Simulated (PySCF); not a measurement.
Al(Cl)2(Ph), SMILES c1c[c](ccc1)[Al]([Cl])[Cl], singlet (PBE0/def2-SVP optimised geometry):

```
14

Al     1.053     1.598     0.000
Cl     3.151     1.598     0.000
Cl     0.064     3.448     0.000
C      0.064    -0.057     0.004
C     -1.343    -0.059     0.016
C     -2.058    -1.255     0.023
C     -1.377    -2.473     0.017
C      0.018    -2.494     0.003
C      0.730    -1.296    -0.003
H     -1.892     0.888     0.021
H     -3.151    -1.239     0.033
H     -1.937    -3.412     0.022
H      0.551    -3.448    -0.002
H      1.824    -1.328    -0.012
```

Computed with PBE0/def2-TZVP run with PySCF 2.14.0.

**Question.** What are the frontier orbital energies and the dipole moment?

**Answer.** HOMO-2 -8.68 eV, HOMO-1 -7.75 eV, HOMO -7.64 eV, LUMO -1.59 eV, LUMO+1 -0.61 eV; dipole moment 2.64 D.

On the same geometry PBE/def2-TZVP in PySCF 2.14.0 gives HOMO-2 -7.34 eV, HOMO-1 -6.78 eV, HOMO -6.67 eV, LUMO -2.37 eV, LUMO+1 -1.54 eV; dipole moment 2.60 D.

Meta-Löwdin charges at PBE0/def2-TZVP: Al1 0.85, Cl2 -0.32, Cl3 -0.32, C4 -0.29, C5 -0.09, C6 -0.12, C7 -0.10, C8 -0.12, C9 -0.09, H10 0.12, H11 0.12, H12 0.13, H13 0.12, H14 0.12.
